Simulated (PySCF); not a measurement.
# Reading the logs of faulty runs: CGeH6NO

Calculated results; nothing here was measured. They come from PySCF 2.14.0, an open-source quantum chemistry program, on an isolated molecule that a program drew, which may never have been made. The molecule is CGeH6NO (charge 0, doublet), drawn as the SMILES string `N[C](O)[GeH3]`.

Each row is a Hartree-Fock (HF) and frozen-core CCSD(T) single point in the cc-pVDZ basis, meant for a local HF minimum. Run 1 is clean. Each other run has one planted mistake out of seven kinds, and not every kind appears here: one electron removed, one electron added, multiplicity raised by two, geometry at a saddle point, minimal basis STO-3G, one bond length entered in bohr, all coordinates scaled. The reference is restricted for singlets and unrestricted otherwise, and also for a bond in bohr. Adding or removing an electron swaps singlet and doublet. Electrons count all cores. HOMO and LUMO are orbital energies over both spins, the gradient is its largest component, and the lowest frequency (negative if imaginary) is given only where the gradient is small. Bond lengths are over the 9 bonds as drawn. T1 is the CCSD diagnostic: over 0.02 (restricted) or 0.045 (unrestricted) a single reference is doubtful. Germanium has the cc-pVDZ-PP basis, with a core potential (ECP10MDF) in place of its 10 inner electrons, and its 3s, 3p and 3d shells are frozen in CCSD(T).

Geometry of the clean run:
```xyz
10
CGeH6NO, angstrom
N     0.9114    0.6702    0.2284
C    -0.4698    0.4305    0.2073
O    -0.8991    0.2485   -1.0864
Ge   -1.4163   -0.5013    1.6403
H     1.3716    0.2975   -0.5846
H     1.3734    0.3596    1.0615
H    -1.7739    0.5950   -1.1826
H    -0.9253    0.0341    2.9898
H    -1.2101   -2.0268    1.6162
H    -2.9133   -0.2124    1.4796
```

| run | electrons | basis functions | <S^2> | HOMO (eV) | LUMO (eV) | gradient (hartree/bohr) | lowest frequency (cm^-1) | mean bond (Å) | longest bond (Å) | T1 | HF (hartree) | CCSD(T) (hartree) | mistake |
|---|---|---|---|---|---|---|---|---|---|---|---|---|---|
| 1 | 59 | 95 | 0.763 | -7.56 | 3.75 | 2.1e-05 | 84 | 1.3655 | 1.954 | 0.0163 | -463.99408 | -464.63117 | no fault |
| 2 | 59 | 95 | 3.767 | -2.57 | -0.75 | 8.1e-02 | - | 1.3655 | 1.954 | 0.0293 | -463.74061 | -464.35265 | multiplicity raised by two |
| 3 | 60 | 95 | 0.000 | 1.24 | 9.15 | 7.5e-02 | - | 1.3655 | 1.954 | 0.0160 | -463.88852 | -464.56243 | one electron added |
| 4 | 59 | 95 | 0.767 | -8.41 | 2.97 | 7.3e-02 | - | 1.4980 | 2.143 | 0.0200 | -463.91925 | -464.57995 | all coordinates scaled |
| 5 | 58 | 95 | 0.000 | -17.77 | -4.43 | 1.0e-01 | - | 1.3655 | 1.954 | 0.0209 | -463.77373 | -464.41742 | ? |
| 6 | 59 | 95 | 1.722 | -8.32 | 3.12 | 2.4e-02 | - | 1.5015 | 2.599 | 0.0240 | -463.89616 | -464.48404 | ? |

**Which mistake was planted in run 5, and what did it cost?**

It counts 58 electrons, one fewer than the clean run, at the same geometry and basis. So the mistake is: one electron removed. Subtracting run 1 and multiplying by 627.51 kcal/mol a hartree, the energy moved by 138.3 kcal/mol in HF and 134.1 kcal/mol in CCSD(T).

**Which mistake was planted in run 6, and what did it cost?**

The mean bond changes by a factor of 1.100 and the longest by 1.330, so the molecule wasn't scaled as a whole. A length L in bohr read as angstrom grows by (1/0.5292 - 1) L = 0.890 L. The 9 bonds together grew by 9 x 0.1360 = 1.224 Å, which gives L = 1.376 Å. That is bond C2-O3, 1.375 Å in the clean geometry. So the mistake is: one bond length entered in bohr. Subtracting run 1 and multiplying by 627.51 kcal/mol a hartree, the energy moved by 61.4 kcal/mol in HF and 92.3 kcal/mol in CCSD(T).

Cautions from the logs. Run 3: the HOMO is above zero, so the electron isn't bound and the energy depends on the basis; run 5: T1 is over the limit, so its CCSD(T) energy is less reliable.
